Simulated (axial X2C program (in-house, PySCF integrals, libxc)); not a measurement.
## Which molecule gave these maps?

PBE0 fields computed with an in-house relativistic program for diatomic molecules, two-component, near the equilibrium distance, one atom at z = 0.

The maps cover the half plane through the axis: z from -2.4 to 3.6 Å along the bond, ρ from 0.15 to 2.25 Å away from it.

log10 of the density in e/bohr³:

```
 ρ\z  -2.4  -1.8  -1.2  -0.6   0.0   0.6   1.2   1.8   2.4   3.0   3.6
0.15  -3.5  -2.8  -2.0  -0.3   1.4  -0.3  -0.5  -0.2  -1.0  -2.0  -2.9
0.45  -3.5  -2.8  -2.1  -0.8   0.3  -0.7  -0.7  -0.7  -1.2  -2.1  -3.0
0.75  -3.6  -2.9  -2.2  -1.3  -0.7  -1.1  -1.1  -1.1  -1.6  -2.3  -3.1
1.05  -3.7  -3.0  -2.4  -1.7  -1.4  -1.5  -1.6  -1.6  -2.0  -2.6  -3.3
1.35  -3.8  -3.2  -2.6  -2.1  -1.8  -1.9  -2.0  -2.2  -2.4  -2.9  -3.6
1.65  -4.0  -3.4  -2.9  -2.5  -2.3  -2.3  -2.5  -2.7  -2.9  -3.3  -3.9
1.95  -4.2  -3.6  -3.2  -2.8  -2.7  -2.7  -2.9  -3.2  -3.4  -3.7  -4.2
2.25  -4.4  -3.9  -3.5  -3.2  -3.0  -3.1  -3.4  -3.6  -3.8  -4.1  -4.6
```

Electron localisation function (collinear form, no current term, damped to 0 at low density):

```
 ρ\z  -2.4  -1.8  -1.2  -0.6   0.0   0.6   1.2   1.8   2.4   3.0   3.6
0.15  0.05  0.06  0.04  0.54  0.50  0.41  0.46  0.13  0.99  0.98  0.75
0.45  0.05  0.07  0.04  0.23  0.78  0.25  0.80  0.59  0.98  0.97  0.67
0.75  0.04  0.10  0.07  0.12  0.37  0.28  0.76  0.76  0.95  0.93  0.49
1.05  0.02  0.13  0.11  0.15  0.25  0.35  0.56  0.57  0.83  0.78  0.23
1.35  0.01  0.12  0.18  0.23  0.30  0.34  0.29  0.26  0.50  0.45  0.06
1.65  0.00  0.07  0.22  0.28  0.33  0.26  0.11  0.07  0.15  0.12  0.01
1.95  0.00  0.03  0.16  0.28  0.29  0.17  0.04  0.01  0.03  0.01  0.00
2.25  0.00  0.01  0.06  0.17  0.18  0.08  0.01  0.00  0.00  0.00  0.00
```

Question: Which molecule is it?
A. NiC
B. SbN⁺
C. AsAt⁺
D. NaCa

Answer: A. NiC, with Ni at z = 0 and C at z = 1.586 Å, state Ω = 0 (closed shell), basis Ni dyall-cv3z [9s9p6d3f2g], C dyall-v3z [7s6p2d1f] (cores contracted in-house). One determinant describes the state; a PBE0 search over occupations chose it and may have missed a lower one. PBE0 can misorder states that lie within some tenths of an eV, so this need not be the ground state of the molecule. The nearest other 2c determinant of the search, Ω = 2, lies 0.25 eV up at the distance of the search.
